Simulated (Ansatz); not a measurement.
`[GeH3][CH2][GeH3]` → `[CH3][GeH3]` + `[GeH2]` at 600 K and 1 bar (germylene formation by 1,1-elimination).

Program: Ansatz. Geometries: PBE0-D4/def2-TZVP. ΔE: electronic, gas phase. CCSD(T)/CBS adds triple-zeta CCSD(T) − MP2 to the extrapolated MP2 energy (def2 sets, frozen cores). For Ge outer-core shells are correlated without core-valence functions, which leaves a few kJ/mol of doubt a bond. Scalar relativity is left out up to krypton.

```
            species  CCSD(T)/CBS energy (Eh)  H − E (kJ/mol)  S (J/(mol·K))
`[GeH3][CH2][GeH3]`              -4195.07612           254.6          438.7
      `[CH3][GeH3]`              -2117.76728           197.4          330.8
           `[GeH2]`              -2077.24753            50.4          247.2
```

H − E and S are ideal-gas, rigid-rotor, harmonic terms from PBE0-D4/def2-TZVP. 1 Eh = 2625.50 kJ/mol, R = 8.31446 J/(mol·K).

Q: By hand: ΔE, ΔH, ΔS and ΔG.

A: ΔE = (-2117.76728) + (-2077.24753) − (-4195.07612) = 0.06131 Eh = 161.0 kJ/mol. Δ(H − E) = 197.4 + 50.4 − 254.6 = -6.8, so ΔH = 154.2 kJ/mol. ΔS = 330.8 + 247.2 − 438.7 = 139.3 J/(mol·K). ΔG = 154.2 − 600 × (139.3)/1000 = 70.6 kJ/mol.

Q: By hand: the equilibrium constant, and the temperature at which ΔG would vanish if ΔH and ΔS stayed fixed.

A: log₁₀ K = −ΔG/(RT ln 10) = -6.1. ΔG = 0 at ΔH/ΔS = 1107 K.

The number of gas molecules changes by +1, which sets the sign of ΔS. A doubt of 5 kJ/mol in ΔE shifts log₁₀ K by 0.4 here. These are equilibria of isolated gas molecules and say nothing of rates. Largest T1 diagnostic: 0.012 (customary marks: 0.02 for closed shells, 0.045 for open ones).
